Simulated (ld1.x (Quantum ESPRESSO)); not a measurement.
# S: one change to an ultrasoft potential, before and after

* Element: S
* Generator: ld1.x (Quantum ESPRESSO) 7.5
* Type: ultrasoft
* Functional: PBE
* Relativity: non-relativistic
* Frozen core: [Ne]
* Valence charge: 6
* Reference configuration: 3s2 3p4
* Partial waves: 3s (bound): rcut 1.35, rcutus 1.65 bohr; 3s channel at 2.05 Ry: rcut 1.35, rcutus 1.65 bohr; 3p (bound): rcut 0.90, rcutus 1.20 bohr; 3p channel at 3.5 Ry: rcut 0.90, rcutus 1.20 bohr
* Local potential: all-electron potential smoothed inside 1.15 bohr (lloc = -1)
* Core correction: Bessel-smoothed model core inside 0.85 bohr
* Augmentation charge: built from norm-conserving waves at rcut, not smoothed further

All-electron outer shells of the reference configuration (PBE, non-relativistic, ld1.x):

```
shell  level (eV)  outermost node (bohr)  outermost maximum (bohr)
   2p     -156.49                      –                      0.33
   3s      -17.14                   0.60                      1.42
   3p       -7.02                   0.58                      1.61
```

Change: core correction Bessel-smoothed model core inside 0.76 bohr.

Cutoffs: the cutoffs (Ry, on a coarse ladder) from which the occupation-weighted sum of valence levels, in a spherical-Bessel basis at the reference potential, stays within 10 and 1 mRy of its value at 400 Ry; they do not see the model core or the augmentation charge, which bear on the density cutoff. Errors are all-electron minus pseudo energies relative to the spin-unpolarised reference configuration.

Question: How do hardness, ghosts and transferability respond?

Answer: The potential gets neither clearly harder nor softer (30 Ry and 45 Ry → 30 Ry and 45 Ry); of the 7 tests that both files solve, the error grows in 4 and shrinks in 0 by more than 15 % and 0.3 meV (median size 3.7 → 4.3 meV); neither file shows a bound ghost. A model core, the more so a compact one, raises the density cutoff, which this test does not measure.

| quantity | base | changed |
| --- | --- | --- |
| cutoff, loose | 30 Ry | 30 Ry |
| cutoff, tight | 45 Ry | 45 Ry |
| bound ghosts | none | none |
| error for 3s2 3p3, meV [ΔE 11.78 eV] | -0.4 | -0.4 |
| error for 3s2 3p2, meV [ΔE 34.08 eV] | -2.9 | -3.5 |
| error for 3s2 3p1, meV [ΔE 68.13 eV] | -12 | -15 |
| error for 3s2 3p0, meV [ΔE 114.93 eV] | -40 | -46 |
| error for 3s1 3p4, meV [ΔE 22.52 eV] | +1.2 | +0.9 |
| error for 3s0 3p6, meV [ΔE 20.48 eV] | -16 | -19 |
| error for 3s1 3p5, meV [ΔE 10.18 eV] | -3.7 | -4.3 |
| s: phases at 1.79 bohr within 0.05 rad from the reference energy up to (Ry; the scan ends near 5) | to the end of the scan | to the end of the scan |
| p: phases at 1.79 bohr within 0.05 rad from the reference energy up to (Ry; the scan ends near 5) | to the end of the scan | to the end of the scan |
| lowest overlap eigenvalue by channel | s 0.40, p 0.81 | s 0.40, p 0.81 |
